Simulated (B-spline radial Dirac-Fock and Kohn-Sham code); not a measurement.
Model: Dirac-Fock energy differences between relaxed states, corrected for Breit and QED terms. Program: a radial atomic solver. Free neutral atoms.

Question: Order these X-ray lines by photon energy, lowest first.
A. Cu Lγ5
B. Ge Lβ3
C. Sm Mζ2
D. Pt Mζ2
E. Mg Kα1
F. Pm Mζ2

Answer: F (781.2 eV), C (821.6 eV), A (952.3 eV), E (1254.5 eV), B (1293.8 eV), D (1587.7 eV).

Values without a named source are computed, but for edge energies of neutral atoms, which are taken from tables.
